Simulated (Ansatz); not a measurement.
`B[SiH](F)OC` + CH₃OH → `CO[SiH](F)OC` + BH₃  (cleavage of the Si–B bond)

Computed with Ansatz on PBE0-D4/def2-TZVP structures; ΔE is electronic, products minus reactants. CCSD(T)/CBS adds triple-zeta CCSD(T) − MP2 to the extrapolated MP2 energy (def2 sets, frozen cores). This one scheme is used for every species. DFT in def2-TZVPP. B3LYP here is the variant with VWN-RPA as its local correlation; programs differ in this. HSE06 is defined as in plane-wave codes. One conformer a species, not always the lowest.

```
           level  ΔE (kcal/mol)  difference from CCSD(T)/CBS
       revPBE-D4          -30.5                          4.6
       r2SCAN-D4          -35.0                          0.1
        B3LYP-D4          -35.3                         -0.2
    CAM-B3LYP-D4          -36.5                         -1.4
         ωB97X-V          -34.6                          0.5
         ωB97M-V          -35.9                         -0.8
          B2PLYP          -35.8                         -0.7
        PBE-QIDH          -34.7                          0.4
             PBE          -29.4                          5.7
          revPBE          -28.5                          6.6
           B3LYP          -34.2                          0.9
           HSE06          -31.5                          3.6
         LC-ωPBE          -32.9                          2.2
    MP2/def2-SVP          -35.7                         -0.6
CCSD(T)/def2-SVP          -33.7                          1.4
  CCSD/CBS(def2)          -35.5                         -0.4
     CCSD(T)/CBS          -35.1                            0
```

Largest T1 diagnostic among the species: 0.012.

From PBE to PBE0 (25 % exact exchange), in def2-TZVPP and without D4, ΔE moves by −2.1 kcal/mol. The D4 term adds −1.1 kcal/mol with B3LYP and −0.6 kcal/mol with PBE0; it sums over pairs of atoms, weighted by their polarisabilities, and B3LYP, whose exchange is more repulsive, gets the larger term. In def2-TZVPP, CCSD(T) changes the Hartree–Fock value by +3.9 kcal/mol (the triples alone add +0.3 kcal/mol) and MP2 by +2.1 kcal/mol.
